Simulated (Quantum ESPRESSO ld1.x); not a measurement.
Values are calculated unless marked as measured or tabulated.
Task: Species: the tin ion Sn16+. Configuration: [Ar] 3d10 4s2 4p4. Level of theory: Dirac Kohn-Sham, PW91, spin-unpolarised, spherical densities, point nucleus; open shells are shared between the two j in proportion to 2j + 1 (ld1.x of Quantum ESPRESSO 7.5). Some entries of the table are withheld. Estimate them.

| orbital | occ. | eigenvalue (hartree) | <r^2> (bohr^2) | <1/r> (bohr^-1) |
|---|---|---|---|---|
| 1s1/2 | 2 | -1080.6330 | 0.001143 | 53.09 |
| 2s1/2 | 2 | -175.7110 | 0.01848 | 12.32 |
| 2p1/2 | 2 | (1) | 0.01374 | 12.30 |
| 2p3/2 | 4 | (2) | 0.01503 | 11.45 |
| 3s1/2 | 2 | -45.2820 | 0.1296 | (3) |
| 3p1/2 | 2 | -41.0041 | 0.1241 | (4) |
| 3p3/2 | 4 | -39.4251 | 0.1323 | (5) |
| 3d3/2 | 4 | -31.9108 | 0.1121 | 3.946 |
| 3d5/2 | 6 | -31.5808 | 0.1145 | 3.893 |
| 4s1/2 | 2 | -17.5383 | 0.6179 | 1.910 |
| 4p1/2 | 1.33333 | (6) | 0.6506 | 1.835 |
| 4p3/2 | 2.66667 | (7) | 0.6813 | 1.776 |

Result: 
(1) 2p1/2 eigenvalue (hartree): -165.1566
(2) 2p3/2 eigenvalue (hartree): -156.6679
(3) 3s1/2 <1/r> (bohr^-1): 4.386
(4) 3p1/2 <1/r> (bohr^-1): 4.298
(5) 3p3/2 <1/r> (bohr^-1): 4.092
(6) 4p1/2 eigenvalue (hartree): -15.9683
(7) 4p3/2 eigenvalue (hartree): -15.5822
